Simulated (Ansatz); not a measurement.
`C[SiH](Cl)N=C=O` + `OC=S` → `C[SiH](Cl)OC=S` + `N=C=O`  (ligand exchange at the Si–N bond)

Calculated with Ansatz (gas phase, PBE0-D4/def2-TZVP geometries, no zero-point term in ΔE). CCSD(T)/CBS is the MP2 limit (def2-TZVPP, def2-QZVPP) plus CCSD(T) − MP2 in def2-TZVPP, frozen cores. This one scheme is used for every species. Functionals use def2-TZVPP. Each species was taken in one conformer, which may not be the lowest.

`C[SiH](Cl)N=C=O`:

```xyz
10

C     0.937    0.545    1.205
Si    0.319   -0.611   -0.094
Cl   -0.675   -2.180    0.785
N    -0.756    0.217   -1.131
C    -1.740    0.346   -1.798
O    -2.682    0.520   -2.457
H     0.108    0.931    1.800
H     1.456    1.388    0.741
H     1.634    0.032    1.871
H     1.400   -1.187   -0.922
```

`OC=S`:

```xyz
5

O    -0.416   -0.353    0.847
C     0.061    0.002   -0.345
S    -0.293   -0.761   -1.713
H    -0.076    0.240    1.528
H     0.724    0.872   -0.316
```

`C[SiH](Cl)OC=S`:

Z-matrix (Å, degrees):
```
C
Si 1 1.839
H 1 1.093 2 110.0
H 1 1.092 2 110.5 3 -119.9
H 1 1.092 2 110.4 3 119.9
Cl 2 2.051 1 111.4 3 177.6
O 2 1.667 1 106.7 3 59.0
H 2 1.478 1 114.5 3 -60.9
C 7 1.330 2 129.4 1 160.2
S 9 1.607 7 124.1 2 171.2
H 9 1.094 7 113.9 2 -9.5
```

`N=C=O`:

Cartesian coordinates in Å:
```
N -0.566 -0.507 0.095
C 0.483 0.073 -0.058
O 1.551 0.502 -0.204
H -1.467 -0.069 0.167
```

| level | ΔE (kJ/mol) | difference from CCSD(T)/CBS |
| --- | --- | --- |
| ωB97X-V | 4.5 | 1.3 |
| ωB97M-V | 3.9 | 0.7 |
| PBE0 | 9.4 | 6.2 |
| MP2/def2-TZVPP | 5.1 | 1.9 |
| CCSD/def2-TZVPP | 4.0 | 0.8 |
| HF/def2-QZVPP | 9.0 | 5.8 |
| MP2/def2-QZVPP | 5.2 | 2.0 |
| HF/CBS(def2) | 9.0 | 5.8 |
| MP2/CBS(def2) | 5.6 | 2.4 |
| CCSD/CBS(def2) | 4.4 | 1.2 |
| CCSD(T)/CBS | 3.2 | 0 |

Largest T1 diagnostic among the species: 0.018.

In def2-TZVPP, CCSD(T) changes the Hartree–Fock value by −6.7 kJ/mol (the triples alone add −1.3 kJ/mol) and MP2 by −4.3 kJ/mol.
